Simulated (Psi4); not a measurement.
Torsional profile of C₉H₁₀O₃, SMILES COC(=O)c1ccc(OC)cc1. Scanned: dihedral C1–O2–C3–O4; all other coordinates were relaxed at GFN2-xTB. Points at φ and −φ are mirror images.

Geometry of the scan point at -45° (Å):
```
22

C      4.4378     0.4603     0.0000
O      3.0707     0.2566     0.3190
C      2.2233     0.0609    -0.7234
O      2.2510     0.7383    -1.7222
C      1.1678    -0.9246    -0.4232
C      0.1344    -1.0986    -1.3406
C     -0.8697    -2.0179    -1.1150
C     -0.8551    -2.7876     0.0474
O     -1.7832    -3.7177     0.3745
C     -2.8591    -3.9465    -0.5057
C      0.1832    -2.6152     0.9703
C      1.1815    -1.6992     0.7386
H      4.5354     1.0278    -0.9286
H      4.9341    -0.5084    -0.1026
H      4.8812     1.0182     0.8228
H      0.1335    -0.4953    -2.2358
H     -1.6567    -2.1281    -1.8440
H     -3.4614    -4.7232    -0.0372
H     -2.5112    -4.2981    -1.4818
H     -3.4679    -3.0467    -0.6372
H      0.1754    -3.2214     1.8624
H      1.9783    -1.5693     1.4538
```

Method: Psi4 with PBE-D3(BJ)/def2-SVP // GFN2-xTB.

Scanned values (°): -165, -150, -135, -120, -105, -90, -75, -60, -45, -30, -15, 0, 15, 30, 45, 60, 75, 90, 105, 120, 135, 150, 165, 180.

**Question.** Locate the minima and the barriers on this grid.

**Answer.** Lower than their neighbours: -150° (18.5 mEh), 0° (0.0 mEh), 150° (18.5 mEh). Higher than their neighbours: -105° (19.8 mEh), 105° (19.8 mEh), 180° (20.3 mEh). The whole profile spans 20.3 mEh.
